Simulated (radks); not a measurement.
Q: The table gives one normalised radial function P(r) = r R(r) (large component) of In3+ in [Ar] 3d10 4s2 4p5 4d10 5p1 (r in bohr). All-electron calculation, Dirac Kohn-Sham, LDA (Slater exchange, Perdew-Wang correlation), spin-unpolarised, spherical densities, point nucleus; open shells fill j = l - 1/2 first. Program: a radial shooting solver on a logarithmic mesh with Libxc functionals.

r	P
0.001366	0.0000
0.001807	0.0000
0.00241	0.0000
0.003189	0.0001
0.004253	0.0001
0.005627	0.0003
0.007505	0.0006
0.00993	0.0013
0.01324	0.0029
0.01767	0.0062
0.02337	0.0127
0.03117	0.0261
0.04125	0.0507
0.05502	0.0961
0.07279	0.1685
0.09709	0.2773
0.1285	0.4058
0.1713	0.5188
0.2285	0.5321
0.3024	0.3647
0.4033	-0.0203
0.5336	-0.5066
0.7117	-0.9106
0.9416	-1.0292
1.256	-0.8592
1.662	-0.5533
2.216	-0.2620
2.956	-0.0857
3.911	-0.0180
5.217	-0.0019
6.902	-0.0001

Which n and l does it have? It may be an empty orbital.

A: n = 4, l = 2: the number of nodes gives n - l - 1 = 1, the rise at small r points to l (for j = l - 1/2 the large component starts as r^gamma with gamma = sqrt(l^2 - (Z/c)^2) = 1.97 and the r^(l+1) term takes over further out; the orbital of l - 1 with the same j starts with the same power, but with a larger coefficient, and does not steepen), and the extent must fit the shell. The curve is that of 4d3/2; the two j differ most near the nucleus, where j = l - 1/2 has the larger amplitude, and in heavy atoms j = l - 1/2 is also the more compact. 4d3/2: eigenvalue -55.609 eV, 1 radial node at r = 0.398 bohr, <r> = 1.11 bohr, 90 % of the charge inside 1.71 bohr.
